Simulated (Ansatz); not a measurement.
Geometry optimisation of C₂H₉SbSi, SMILES `[CH3][Sb]([CH3])[SiH3]`.

```yaml
crystal:
  periodic: [false, false, false]
  atoms:
    - {symbol: C, position_ang: [-0.940262, 1.522205, -0.736906]}
    - {symbol: Sb, position_ang: [0.664124, 0.069482, -1.156024]}
    - {symbol: C, position_ang: [1.742337, 0.423619, 0.733280]}
    - {symbol: Si, position_ang: [-0.695499, -1.900848, -0.138531]}
    - {symbol: H, position_ang: [-1.338642, 1.397052, 0.287586]}
    - {symbol: H, position_ang: [-0.531466, 2.544269, -0.853972]}
    - {symbol: H, position_ang: [-1.757154, 1.376151, -1.469019]}
    - {symbol: H, position_ang: [1.045716, 0.452000, 1.591958]}
    - {symbol: H, position_ang: [2.480645, -0.386915, 0.883153]}
    - {symbol: H, position_ang: [2.279860, 1.388340, 0.659084]}
    - {symbol: H, position_ang: [-1.265530, -1.517245, 1.206142]}
    - {symbol: H, position_ang: [-1.839153, -2.285703, -1.042435]}
    - {symbol: H, position_ang: [0.175424, -3.117106, 0.050684]}
basis:
  gaussian: {orbitals: def2-TZVP}
hamiltonian: {xc: pbe0, dispersion: d4}
relax: {f_tol: 0.005, max_steps: 150}
```

```sh
$ ansatz run in.yaml --threads 4 --pin off --events-out ev --progress --plain
```

Output, abridged:

```
Functional definition: PBE0
mean field -16631.25775743 eV, -611.1874495140 hartree, gradient 5.7e-5 eV, S^2 0.000000; 0 other end points of the search recorded, 0 dependent functions left out
relax step   1: F+E_penalty+E_count = -16631.52575566 eV  Δ(F+E_penalty+E_count) = +0.000e0 eV  max|allowed force component| = 6.494e-1 eV/Å  Δτ_max = 0.0000 Å  (28 SCF iters, accepted)
mean field -16631.29770789 eV, -611.1889176665 hartree, gradient 8.9e-6 eV, S^2 0.000000; 0 other end points of the search recorded, 0 dependent functions left out
relax step   2: F+E_penalty+E_count = -16631.57041198 eV  Δ(F+E_penalty+E_count) = -4.466e-2 eV  max|allowed force component| = 5.020e-1 eV/Å  Δτ_max = 0.0645 Å  (32 SCF iters, accepted)
mean field -16631.31169288 eV, -611.1894316055 hartree, gradient 9.0e-6 eV, S^2 0.000000; 0 other end points of the search recorded, 0 dependent functions left out
relax step   3: F+E_penalty+E_count = -16631.58355290 eV  Δ(F+E_penalty+E_count) = -1.314e-2 eV  max|allowed force component| = 1.056e-1 eV/Å  Δτ_max = 0.0298 Å  (32 SCF iters, accepted)
mean field -16631.31535567 eV, -611.1895662106 hartree, gradient 9.1e-6 eV, S^2 0.000000; 0 other end points of the search recorded, 0 dependent functions left out
relax step   4: F+E_penalty+E_count = -16631.58604799 eV  Δ(F+E_penalty+E_count) = -2.495e-3 eV  max|allowed force component| = 2.620e-2 eV/Å  Δτ_max = 0.0200 Å  (32 SCF iters, accepted)
mean field -16631.31538575 eV, -611.1895673160 hartree, gradient 9.0e-6 eV, S^2 0.000000; 0 other end points of the search recorded, 0 dependent functions left out
relax step   5: F+E_penalty+E_count = -16631.58614776 eV  Δ(F+E_penalty+E_count) = -9.977e-5 eV  max|allowed force component| = 4.343e-3 eV/Å  Δτ_max = 0.0039 Å  (33 SCF iters, accepted)
mean field -16631.31538575 eV, -611.1895673160 hartree, gradient 9.1e-6 eV, S^2 0.000000; 1 other end points of the search recorded, 0 dependent functions left out
Total energy: -16631.58618471 eV, -611.1995189942 hartree
Atom 0 at    -0.918780     1.504829    -0.724440 Å, force    -0.002022     0.000432    -0.000683 eV/Å
Atom 1 at     0.649097     0.065765    -1.126793 Å, force    -0.001348    -0.004343    -0.000859 eV/Å
Atom 2 at     1.716403     0.424334     0.723430 Å, force     0.002554    -0.000652     0.000523 eV/Å
Atom 3 at    -0.694285    -1.890352    -0.140169 Å, force     0.000165     0.002602     0.000394 eV/Å
Atom 4 at    -1.283577     1.402050     0.297322 Å, force     0.000469    -0.000193     0.000701 eV/Å
Atom 5 at    -0.516009     2.507685    -0.869067 Å, force     0.000764     0.001053    -0.000017 eV/Å
Atom 6 at    -1.741326     1.351860    -1.423294 Å, force     0.000585     0.000153     0.000439 eV/Å
Atom 7 at     1.026405     0.456073     1.566331 Å, force    -0.001101     0.000300     0.000604 eV/Å
Atom 8 at     2.448945    -0.367580     0.880439 Å, force    -0.000399     0.000826    -0.000181 eV/Å
Atom 9 at     2.240036     1.377437     0.644163 Å, force     0.000125     0.000871    -0.000346 eV/Å
Atom 10 at    -1.261961    -1.516472     1.187183 Å, force    -0.001216    -0.001771     0.000491 eV/Å
Atom 11 at    -1.818632    -2.264240    -1.041894 Å, force     0.000755     0.000525    -0.000813 eV/Å
Atom 12 at     0.174085    -3.086087     0.041787 Å, force     0.000668     0.000196    -0.000252 eV/Å
Dipole moment:     0.029091     0.179123     0.080630 e Å
```

It took 39 s on 4 threads of a server CPU on a shared host, with 0.59 GiB of host memory at the peak.
